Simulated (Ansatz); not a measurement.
Several settings on one geometry of ZrSe2⁺ (the lowest doublet isomer of a short search) (that of the charge 1 doublet, PBE0-D4/def2-TZVP). Ansatz on 4 threads of Intel Xeon Platinum 8559C on a shared host; times are rough.

```xyz
3

Zr    0.930   -0.752    0.757
Se   -0.545    1.168    0.506
Se   -0.384   -0.416   -1.263
```

Totals from different functionals, basis sets or treatments of relativity can't be compared as stabilities.

In the def2 sets Zr takes a core potential; there is no spin–orbit coupling.

The spins typed aren't always the lowest for that charge.

(1) Give the basis size and estimate the energy, ⟨S²⟩ and time of these runs.

```csv
run,method,charge,state,further keys
1,ROKS SVWN5/def2-mTZVPP,1,doublet,"final_grid: {core_spheres: 8, valence_spheres: 7, degree: 23}; scf: {omitted_lower_state_checks: [starts]}; forces asked"
2,UKS SVWN5/def2-TZVPD,1,quartet,"final_grid: {core_spheres: 20, valence_spheres: 16, degree: 47}; nuclear_model: gaussian; scf: {lower_state_search: off}"
3,RKS PBE0-D3(BJ)-ATM/def2-TZVPP,2,singlet,scf: {lower_state_search: light}
```

Answers

(1) 
```csv
run,functions,energy (Eh),⟨S²⟩,wall time
1,105,-4843.0175,–,0.65 s
2,154,-4842.9427,3.75,1.7 s
3,152,-4848.9126,–,0.95 s
```

This restricted singlet of an open-shell metal wasn't tested against broken symmetry or higher spin.
